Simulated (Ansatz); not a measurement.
Abstraction of Cl: InH2Cl + C2H9Si2 → InH2 + C2H9ClSi2

Gas-phase species: InH2Cl `[Cl][InH2]`, singlet; C2H9Si2 `C[SiH][SiH2]C`, doublet; InH2 `[InH2]`, doublet; C2H9ClSi2 `C[SiH2][SiH](C)Cl`, singlet. A radical takes Cl: the energy is the difference in strength between the In–Cl bond broken and the Si–Cl bond made.

Shapes, held fixed at every level: PBE0-D4/def2-TZVP. Flexible molecules stand in one conformer, not always the lowest. Programs: Ansatz 0.2.0. Electronic energies: no zero-point or thermal term.

| level | kind | ΔE (kJ/mol) | less CCSD(T)/def2-TZVPP |
| --- | --- | --- | --- |
| MP2/def2-TZVPP | perturbation theory | -43.8 | -2.3 |
| HF/def2-TZVPP | Hartree–Fock | -37.3 | +4.2 |
| r2SCAN-D4/def2-TZVPP | meta-GGA | -39.1 | +2.4 |
| B3LYP-D4/def2-TZVPP | global hybrid | -47.7 | -6.2 |
| PBE0-D4/def2-TZVPP | global hybrid | -42.2 | -0.7 |
| wB97X-V/def2-TZVPP | range-separated hybrid | -43.4 | -1.9 |
| CCSD(T)/def2-TZVPP | coupled cluster or CI | -41.5 | 0.0 |

The highest level, CCSD(T)/def2-TZVPP, gives ΔE = -41.5 kJ/mol; the levels span -47.7 to -37.3. The column of differences is taken from that level and isn't an error. No measured value is set beside it here. Open shells run unrestricted. For atoms past krypton def2 sets carry core potentials with scalar relativity. Outer-core shells of In are correlated, in sets that cover them unevenly.
